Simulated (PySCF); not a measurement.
All of these have the formula C6H9FOSi. Method: TDDFT B3LYP/def2-SVPD, vertical, gas phase, core orbitals frozen in the response (PySCF). Geometries: PBE0-D3(BJ)/def2-SVP; one conformer of each isolated species. Triplets are in the Tamm–Dancoff approximation.

A. `CC#C[Si@@H]1OCC[C@H]1F`
B. `CC#C[Si@@H]1OCC[C@@H]1F`
C. `CCO[Si@H]1C=CC=C1F`

Lowest singlet levels (six at most, fewer where fewer were computed) with oscillator strengths:

1. 3.94 eV (f 0.043); 4.90 eV (f 0.004); 5.40 eV (f 0.002); 5.95 eV (f 0.006); 6.12 eV (f 0.025); 6.23 eV (f 0.006); T1 2.45 eV
2. 5.63 eV (f 0.003); 5.89 eV (f 0.007); 6.04 eV (f 0.003); 6.30 eV (f 0.003); 6.76 eV (f 0.038); 6.82 eV (f 0.092); T1 4.80 eV
3. 5.57 eV (f 0.005); 5.85 eV (f 0.013); 6.02 eV (f 0.007); 6.35 eV (f 0.026); 6.75 eV (f 0.050); 6.79 eV (f 0.032); T1 4.77 eV

Question: Which spectrum belongs to which structure?

Answer: 1 = C, 2 = A, 3 = B.
- A: S1 at 5.63 eV, HOMO→LUMO (71%), HOMO-2→LUMO (12%), HOMO-1→LUMO (8%); Löwdin shares by element: HOMO carbon 64% or more, silicon 8% (atoms not listed hold the other 28%); LUMO carbon 44% or more, silicon 23%, oxygen 6% (atoms not listed hold the other 26%); HOMO -7.50 and LUMO -0.52 eV.
- B: S1 at 5.57 eV, HOMO→LUMO (51%), HOMO-1→LUMO (41%); Löwdin shares by element: HOMO carbon 53% or more, oxygen 12% (atoms not listed hold the other 35%); LUMO carbon 44% or more, silicon 23%, oxygen 7% (atoms not listed hold the other 27%); HOMO -7.35 and LUMO -0.48 eV.
- C: S1 at 3.94 eV, HOMO→LUMO (98%); Löwdin shares by element: HOMO carbon 82% or more (atoms not listed hold the other 18%); LUMO carbon 72% or more (atoms not listed hold the other 28%); HOMO -6.46 and LUMO -1.93 eV.
A and B have S1 within 0.06 eV of each other; their strongest listed levels stand at 6.82 eV (f 0.092) and 6.75 eV (f 0.050).
